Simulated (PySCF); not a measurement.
## A small calculation by hand: oscillator strength and radiative lifetime

W(OH)2(H)4 (H₆O₂W), SMILES [OH][WH4][OH], multiplicity 1.

The structure is a stationary point at PBE0-D3(BJ)/def2-SVP. The geometry has at least one imaginary mode, so it is a saddle point at that level. The multiplicity is an assumed one; other spin states were not compared. The def2 effective core potentials stand for the cores of W; spin–orbit coupling is left out. Other conformers were not sampled.

TDA-PBE0/def2-SVPD (PySCF) puts the first singlet state with f over 0.02 at 5.37 eV (vertical), with the transition dipole (0.466, 0.000, 0.000) in atomic units.

Question: Find the oscillator strength, the wavelength and the radiative lifetime that this transition would have in vacuum if emission retraced absorption.

Answer: 
|μ|² = 0.2172 au, so |μ| = 1.18 D. ΔE = 5.37/27.211 = 0.1973 hartree. f = (2/3) ΔE |μ|² = 0.029 (the program prints 0.029).
λ = 1239.84/5.37 = 231 nm; ν = 43312 cm⁻¹.
Einstein's coefficient A = 0.6670 ν² f s⁻¹ (ν in cm⁻¹) = 3.6e7 s⁻¹, so τ = 1/A = 28 ns. This state is S5; the lower singlets have f = 0.003, 0.000, 0.000, 0.016. The figure is the radiative limit of this one transition; relaxation, internal conversion, crossing to triplets and a medium change what is measured.
